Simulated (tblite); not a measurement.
C4H9NaO (SMILES CC(C)(C)[O][Na]), singlet, at a GFN2-xTB geometry (such geometries of metal compounds can be far from the true shape); GFN1-xTB run with tblite.

Input for tblite:
```
$ tblite run mol.xyz --method gfn1 --charge 0 --spin 0 --etemp 2000 --json tblite.json --no-restart

# file mol.xyz
15

Na     1.41416953     1.64452484     0.99121953
O      0.00638526     0.48438095     0.82645381
C     -0.34210795    -0.36358128    -0.18034111
C      0.75261015    -1.42345878    -0.42643827
C     -1.65128625    -1.09921080     0.19043998
C     -0.57667651     0.39883633    -1.50187583
H      0.46412264    -2.11615523    -1.21272031
H      0.92429880    -1.97817725     0.49249473
H      1.68367264    -0.92366625    -0.71262686
H     -1.49879107    -1.65142879     1.11299942
H     -1.95379042    -1.78388005    -0.59743711
H     -2.43541732    -0.36628070     0.35593475
H      0.34667865     0.90926824    -1.79481754
H     -1.35327420     1.14432514    -1.35006294
H     -0.87968312    -0.27433875    -2.29951818
```

### Question
Predict the main parts of the log of this tblite run.

### Answer

```
xTB calculator
 | screened Coulomb repulsion
 | Coulomb electrostatics
 |  * isotropic Klopman-Ohno-Mataga-Nishimoto electrostatics
 |  * onsite third-order electrostatics
 | DFT-D3(BJ) dispersion correction

halogen bonding energy    0.0000000000000E+00 Eh
repulsion energy          2.0420303670403E-01 Eh
dispersion energy        -5.5235694924922E-03 Eh
number of electrons       3.2000000000000E+01 e
integral cutoff           4.0000000000000E+01 bohr

------------------------------------------------------------
  cycle        total energy    energy error   density error
------------------------------------------------------------
      1     -18.17589741517  -1.8374577E+01   6.1371321E-01
      2     -18.31769064079  -1.4179323E-01   3.4602211E-01
      3     -18.31044488421   7.2457566E-03   9.1871172E-02
      4     -18.32848131456  -1.8036430E-02   5.5299308E-02
      5     -18.33841712970  -9.9358151E-03   6.0031775E-03
      6     -18.33852670971  -1.0958001E-04   1.6451562E-03
      7     -18.33853374802  -7.0383096E-06   1.1047488E-03
      8     -18.33853789195  -4.1439294E-06   3.2431852E-04
      9     -18.33853823147  -3.3952018E-07   8.8907402E-05
     10     -18.33853826034  -2.8875313E-08   2.5406529E-06
------------------------------------------------------------

electronic energy        -1.8537217727555E+01 Eh
total energy             -1.8338538260343E+01 Eh

Post processing:
 | Mayer-Wiberg bond orders

[Info] JSON dump of results written to 'tblite.json'
```
